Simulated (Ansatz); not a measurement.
The cluster K3H3. Total charge 0; singlet. Geometry PBE-D4/def2-TZVP, basis def2-TZVP, Ansatz.

```xyz
6

K     2.127    1.759   -0.017
K    -1.437    0.560    0.634
K     0.030   -2.600   -0.936
H     0.044    2.587    0.913
H    -2.066   -1.799   -0.011
H     1.301   -0.506   -0.583
```

| run | HOMO (eV) | LUMO (eV) |
| --- | --- | --- |
| A | -3.47 | -0.24 |
| B | -3.32 | -0.92 |
| C | -4.37 | -0.47 |
| D | -3.40 | -0.92 |

Another isomer (singlet) lies 0.06 eV lower at PBE0-D4/def2-TZVP; other spin states weren't run for this one.

The runs used BLYP, PBE, PBE0, r2SCAN. Estimate which is which.

A r2SCAN (0 % exact exchange); B BLYP (0 % exact exchange); C PBE0 (25 % exact exchange); D PBE (0 % exact exchange). Exact exchange lowers occupied and raises empty levels; among semilocal functionals meta-GGAs tend to open the gap a little, and such runs are hard to tell apart. The gap grows from 2.39 eV (BLYP) to 3.90 eV (PBE0).
